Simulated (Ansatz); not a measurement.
Total energies of C$_{2}$H$_{5}$FSi, SMILES `F[SiH]1CC1`.

Cartesian coordinates in Å:
```
F -0.394 -2.306 -0.140
Si 0.290 -0.906 -0.483
C 0.407 0.377 0.802
C -0.673 0.629 -0.319
H 1.318 -1.111 -1.519
H 0.003 0.188 1.792
H 1.244 1.069 0.824
H -1.703 0.586 0.022
H -0.492 1.473 -0.977
```

The species carries charge 0 and has multiplicity 1. The structure was optimised at the PBE0-D4/def2-TZVP level. Basis def2-TZVPP, Ansatz.

RPA on PBE orbitals: Hartree–Fock energy of these orbitals -467.07669 Eh, correlation -1.15600 Eh (frozen core).

| functional | energy without D4 (Eh) | D4 term (kJ/mol) |
| --- | --- | --- |
| LDA (SPW92) | -466.11785 | – |
| PBE | -468.30537 | -14.9 |
| revPBE | -468.54139 | -49.0 |
| r2SCAN | -468.54683 | -3.5 |
| B97M-V | -468.55730 | – |
| PBE0 | -468.34720 | -12.4 |
| B3LYP | -468.68752 | -24.2 |
| r2SCAN0 | -468.52315 | -4.1 |
| HSE06 (plane-wave form) | -468.33159 | -11.5 |
| BHLYP | -468.57571 | -17.8 |
| CAM-B3LYP | -468.60029 | -12.4 |
| LC-ωPBE | -468.46864 | – |
| ωB97X-V | -468.56078 | – |
| PBE-QIDH | -468.24000 | – |

(1) Give the same for BLYP, r2SCANh, ωB97M-V, B2PLYP. (Best estimate.)

B3LYP takes the VWN-RPA correlation (the form of Gaussian; ORCA's B3LYP/G). HSE06 is the plane-wave form, built on full-range PBE exchange. The double hybrids freeze the cores in their second-order part.

Results:

(1) Ansatz gave: 
| functional | energy without D4 (Eh) | D4 term (kJ/mol) |
| --- | --- | --- |
| BLYP | -468.60595 | -33.7 |
| r2SCANh | -468.53700 | -3.7 |
| ωB97M-V | -468.57415 | – |
| B2PLYP | -468.41413 | – |

LC-ωPBE has ω = 0.4 bohr⁻¹.
